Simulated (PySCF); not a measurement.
C₂H₁₃Si₄ (doublet state).
Geometry (GFN2-xTB, Å), atoms numbered from 1 in this order:
```xyz
19
C2H13Si4 angstrom
C     -3.2723    0.9544    0.9009
C     -2.8835    0.1683   -0.2958
Si    -1.1816    0.0943   -0.9571
Si     0.2426   -1.3089    0.2673
Si     2.4750   -1.2428   -0.3900
Si     3.4589    0.8494   -0.3432
H     -3.4788    0.3012    1.7550
H     -2.4931    1.6567    1.1873
H     -4.1924    1.5127    0.7093
H     -3.6328   -0.5350   -0.6348
H     -0.5838    1.4398   -0.9224
H     -1.2210   -0.3580   -2.3538
H     -0.2846   -2.6841    0.2633
H      0.1591   -0.9434    1.6939
H      2.5745   -1.7938   -1.7532
H      3.2727   -2.1934    0.4035
H      2.7396    1.7896   -1.2070
H      4.8560    0.8776   -0.7824
H      3.4358    1.4246    1.0047
```

The hyperfine couplings belong to this conformer and change with its torsions.

Identity: `C[CH][SiH2][SiH2][SiH2][SiH3]` [radical].

Computed with PySCF, UKS B3LYP, pcH-1 on C H Si, non-relativistic, mean-field spin-orbit, GIAO. Geometry: GFN2-xTB, one conformer, isolated molecule. The geometry wasn't refined by DFT: couplings that depend on bond lengths, twists or pyramidal angles can differ widely from those at the functional's own minimum. The SCF solution wasn't tested for stability.

**Question.** Predict the first-order ENDOR lines of H7/H8/H9, H10, H11/H12, H15/H16 and H13/H14 under fast tumbling at B = 333.0 mT (X band).

**Answer.** For S = 1/2 in fast tumbling each set of equivalent nuclei gives two lines, ν± = |νn ± a/2| to first order, with νn = g_N μN B/h and μN/h = 7.62259 MHz/T.

```json
{"nuclei": "H7/H8/H9", "isotope": "1H", "g_N": "5.5857", "νn (MHz)": "14.18", "a_iso (MHz)": "74.79", "lower line (MHz)": "23.22", "upper line (MHz)": "51.57"}
{"nuclei": "H10", "isotope": "1H", "g_N": "5.5857", "νn (MHz)": "14.18", "a_iso (MHz)": "-53.37", "lower line (MHz)": "12.51", "upper line (MHz)": "40.86"}
{"nuclei": "H11/H12", "isotope": "1H", "g_N": "5.5857", "νn (MHz)": "14.18", "a_iso (MHz)": "24.95", "lower line (MHz)": "1.70", "upper line (MHz)": "26.66"}
{"nuclei": "H15/H16", "isotope": "1H", "g_N": "5.5857", "νn (MHz)": "14.18", "a_iso (MHz)": "3.73", "lower line (MHz)": "12.31", "upper line (MHz)": "16.04"}
{"nuclei": "H13/H14", "isotope": "1H", "g_N": "5.5857", "νn (MHz)": "14.18", "a_iso (MHz)": "-2.70", "lower line (MHz)": "12.83", "upper line (MHz)": "15.53"}
```

**Question.** Which pairs are centred on the nuclear Larmor frequency, and which on half the coupling?

**Answer.** Centred on νn, since |a| < 2νn: H11/H12, H15/H16 and H13/H14. Centred on |a|/2 and split by 2νn: H7/H8/H9 and H10.

**Question.** At what field would the lower line of H10 fall to zero frequency?

**Answer.** Where νn = |a|/2, that is B = 26.69 MHz/(5.5857 × 7.62259 MHz/T) = 627 mT, as far as first order holds there.

Means are taken over nuclei equivalent by connectivity, which assumes that they swap fast. The three 1H nuclei of mean +74.8 MHz run from 3.1 to 126.1 MHz in the frozen geometry. The 1H value of +25.0 MHz is a mean of couplings from 17.4 to 32.5 MHz in this one geometry, not an average over conformers. The 1H value of +3.7 MHz is a mean of couplings from -1.0 to 8.4 MHz in this one geometry, not an average over conformers.

The largest Mulliken spin populations are on C2 (+0.97), C1 (-0.08) and Si4 (+0.06). No atom but C2 exceeds +0.15. The positive populations add up to 1.17 and the negative ones to -0.17, together 2S = 1. The angles at C2 add up to 358.8°, so it is planar; its axial dipolar tensor and the negative coupling of its proton fit spin in a p orbital normal to that plane.
